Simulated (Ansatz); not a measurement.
B₈P₈H₂₂⁺, a nanocrystal cut from wurtzite BP (hydrogen-capped). The state is a doublet with charge 1. Geometry PBE-D4/def2-SVP, that of the neutral singlet; atoms count from 1.

```xyz
38

B     2.0004    2.8393    1.2208
P     1.7121    1.5757    2.6951
P     0.8903    2.1398   -0.2340
B     1.4568    0.3554   -0.8122
B     0.4907    0.1022    2.3175
P     1.1672   -0.8556    0.7397
P     0.3595   -0.3485   -2.2750
B     0.9404   -2.1278   -2.8534
B    -0.0325   -2.3511    0.3053
P     0.6821   -3.2563   -1.2682
B    -1.0090    2.1478    0.2633
P    -1.2382    0.8512    1.7552
P    -2.0235    1.4578   -1.2511
B    -1.5424   -0.3531   -1.7879
B    -2.5254   -0.5698    1.3513
P    -1.7413   -1.5080   -0.1798
H     3.1768    2.7978    0.8883
H     1.5996    3.9448    1.5566
H     2.9419    1.0393    3.1872
H     1.2545    2.2303    3.8796
H     1.0410    3.0164   -1.3546
H     2.6378    0.3597   -1.1245
H     0.3534   -0.6543    3.2646
H     2.4329   -1.4184    1.0968
H     0.5128    0.5402   -3.3856
H     2.1321   -2.0960   -3.1270
H     0.2167   -2.5303   -3.7534
H    -0.1675   -3.0972    1.2610
H     1.8806   -3.9420   -0.8994
H    -0.1537   -4.3819   -1.5425
H    -1.3819    3.2676    0.5737
H    -1.7310    1.6060    2.8638
H    -1.8579    2.3370   -2.3662
H    -3.4299    1.5865   -1.0423
H    -2.2368   -0.7404   -2.7137
H    -2.5991   -1.3345    2.3028
H    -3.5885   -0.0615    1.0080
H    -2.6211   -2.5678   -0.5597
```

Single mean-field runs in def2-TZVP are fitted with def2-universal-jkfit.

Problem. Estimate the Mulliken populations of the heavy atoms from the PBE0/def2-TZVP orbitals of Ansatz.

Solution. 
```
atom  charge (e)  spin (α − β)
  B1       -0.29          0.08
  P2        0.03          0.03
  P3        0.04          0.12
  B4       -0.07          0.07
  B5       -0.04          0.04
  P6       -0.09          0.03
  P7        0.04          0.12
  B8       -0.29          0.08
  B9       -0.04          0.04
 P10        0.03          0.03
 B11       -0.05          0.01
 P12       -0.04          0.02
 P13       -0.01          0.06
 B14       -0.05          0.01
 B15       -0.33          0.05
 P16       -0.04          0.02
```
Mulliken values depend strongly on the basis.

Problem. Where does the spin sit?

Solution. Summed by element: B 0.39, P 0.42, H 0.18, of 1 unpaired in all. Largest on single atoms: P3 0.12, P7 0.12, B8 0.08.

Problem. And the Mayer bond orders between heavy atoms (over 0.3)?

Solution. B1–P2 0.91 (1.96 Å); B1–P3 0.84 (1.96 Å); P2–B5 0.85 (1.95 Å); P3–B4 0.81 (1.96 Å); P3–B11 0.87 (1.96 Å); B4–P6 0.88 (1.99 Å); B4–P7 0.81 (1.96 Å); B5–P6 0.81 (1.97 Å); B5–P12 0.86 (1.97 Å); P6–B9 0.81 (1.97 Å); P7–B8 0.84 (1.96 Å); P7–B14 0.87 (1.96 Å); B8–P10 0.91 (1.96 Å); B9–P10 0.85 (1.95 Å); B9–P16 0.86 (1.97 Å); B11–P12 0.87 (1.99 Å); B11–P13 0.84 (1.95 Å); P12–B15 0.84 (1.96 Å); P13–B14 0.84 (1.95 Å); B14–P16 0.87 (1.99 Å); B15–P16 0.84 (1.96 Å).
